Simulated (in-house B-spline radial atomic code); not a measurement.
## RPA and G0W0 on CAM-B3LYP: K16+

Configuration [He] 2s1, highest spin, mean-field start CAM-B3LYP. Computed with an all-electron radial atomic-structure program (B-spline basis): all electrons, non-relativistic, point nucleus, each spin shell either full or empty, empty states to l = 9 with an (l + 1/2)⁻⁴ tail; G0W0 by contour deformation at full frequency.

Command:
```bash
python run_gw.py task.json out
```
Settings (radii: box in bohr, nucleus in fm):
```
Z                        19
electrons                3
configuration            [He] 2s1
hamiltonian              nr
method                   camb3lyp
lmax                     9
spin_polarised           True
box_radius               4.78
intervals                45
ion_configuration        1s2
```

Run time, properties included: 0.9 s on 1 thread of Arm Neoverse V1, on a shared host.

Energies (hartree):

```json
{"term": "mean-field total", "value": "-387.05300"}
{"term": "Hartree-Fock functional on these orbitals", "value": "-387.04747"}
{"term": "direct second order", "value": "-0.22483"}
{"term": "second-order exchange", "value": "0.1723"}
{"term": "SOSEX correction", "value": "0.14623"}
```

What is the RPA correlation energy, and what remains with SOSEX?

RPA gives -0.19759 hartree (-1.79 eV per electron); RPA + SOSEX gives -0.051356, and the second-order doubles -0.052524 hartree (no singles). SOSEX takes back 74 % of the RPA value.

Quasi-particle levels (eV):

```
  level  occupied  mean field  Σx - vxc     Σc  QP weight      G0W0
  2s up       yes    -1010.18    -18.79      ?          ?         ?
1s down       yes    -4400.50    -91.33   2.44      0.996  -4489.38
  1s up       yes    -4406.05    -95.96   1.35      0.967  -4500.66
2s down        no     -974.97     18.55  -6.82      0.934   -963.25
```

G0W0 = mean field + (Σx - vxc) + Σc, with Σc (partial-wave tail included) taken at the quasi-particle energy.

Where does G0W0 put 2s up?

At -1032.97 eV, with Σc = -4.01 eV and a quasi-particle weight of 0.973. The tabulated removal energy is 1034.542 ± 0.007 eV (NIST, tabulated theory); the calculation leaves out relativity, Breit and QED terms, and what these don't explain is the method's own error.

What does it cost to remove one electron (to 1s2) by differences of total energies, each species on its own start (correlation terms add to the Hartree-Fock functional)?

CAM-B3LYP 1030.56 eV, Hartree-Fock functional 1028.92 eV, + RPA 1031.80 eV, + RPA + SOSEX 1029.07 eV, + second order 1029.09 eV. Tabulated: 1034.542 ± 0.007 eV (NIST, tabulated theory); the calculation leaves out relativity, Breit and QED terms, and what these don't explain is the method's own error.
